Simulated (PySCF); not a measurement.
## Electron correlation in Ru⁺ (ruthenium, charge +1)

[Kr] 4d7, high-spin 4F determinant. Computed with PySCF 2.14 in x2c-TZVPPall with one added diffuse shell each of s, p, d, f type (9s7p7d3f1g, 95 functions), with the spin-free X2C one-electron Hamiltonian (Gaussian nucleus). Frozen: [Ar] 3d10; 15 electrons correlated.

```
  level  correlation energy (mhartree)
   CCSD                        -448.17
    (T)                         -12.29
CCSD(T)                        -460.46
```

Diagnostics: T1 = 0.0059, D1 = 0.0120, largest double amplitude 0.022.

Cost of the coupled-cluster step: roughly 27 core-seconds, for 15 correlated electrons.

This basis was not built for core-valence correlation, so the inner-shell part is incomplete.
